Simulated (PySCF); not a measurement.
CH7F2NSi2, SMILES C[Si](F)([SiH2]N)F.

Geometry: ωB97X-D3(BJ)/def2-SVP. This is a generated structure with no PubChem entry under its InChIKey; it may be hypothetical. Other conformers were not sampled.

These are TDDFT-LC-ωPBE/def2-SVPD run with PySCF values and carry that method's errors.

Vertical excitations. Gas-phase values at a fixed geometry.

Q: Estimate the UV-visible absorptions. (An estimate is asked for; the answer gives what the named calculation found.)

A: 
| state | energy (eV) | λ (nm) | f | main pairs |
|---|---|---|---|---|
| S1 | 6.41 | 194 | 0.007 | HOMO→LUMO 90 % |
| S2 | 7.18 | 173 | 0.014 | HOMO−1→LUMO 50 %, HOMO→LUMO+2 31 % |
| S3 | 7.43 | 167 | 0.105 | HOMO→LUMO+2 50 %, HOMO−1→LUMO 24 % |
| S4 | 8.13 | 152 | 0.040 | HOMO→LUMO+1 36 %, HOMO−1→LUMO+2 31 %, HOMO−1→LUMO 6 % |
| S5 | 8.20 | 151 | 0.045 | HOMO−1→LUMO+2 35 %, HOMO→LUMO+4 25 %, HOMO→LUMO+1 20 % |
| S6 | 8.36 | 148 | 0.040 | HOMO→LUMO+4 52 %, HOMO−1→LUMO+2 12 %, HOMO→LUMO+3 9 % |
| S7 | 8.59 | 144 | 0.175 | HOMO→LUMO+5 30 %, HOMO−1→LUMO+1 17 %, HOMO−2→LUMO 13 %, HOMO→LUMO+1 9 % |
| S8 | 8.69 | 143 | 0.026 | HOMO→LUMO+3 28 %, HOMO→LUMO+5 16 %, HOMO→LUMO+8 11 %, HOMO−1→LUMO+1 8 % |
| S9 | 8.92 | 139 | 0.032 | HOMO−1→LUMO+1 29 %, HOMO−2→LUMO 29 %, HOMO→LUMO+7 8 %, HOMO→LUMO+3 5 % |
| S10 | 9.09 | 136 | 0.023 | HOMO→LUMO+7 20 %, HOMO→LUMO+6 16 %, HOMO→LUMO+3 7 %, HOMO−1→LUMO+4 6 % |
| T1 | 5.76 | 215 | 0 | HOMO→LUMO 73 % |
| T2 | 6.27 | 198 | 0 | HOMO→LUMO+2 53 %, HOMO−1→LUMO+2 18 %, HOMO−1→LUMO 8 % |
| T3 | 6.50 | 191 | 0 | HOMO−1→LUMO 58 % |
| T4 | 7.51 | 165 | 0 | HOMO−1→LUMO+2 45 %, HOMO→LUMO+2 18 % |
Triplets are in the Tamm–Dancoff approximation, which puts them higher than full response would, so one can lie above its singlet here.
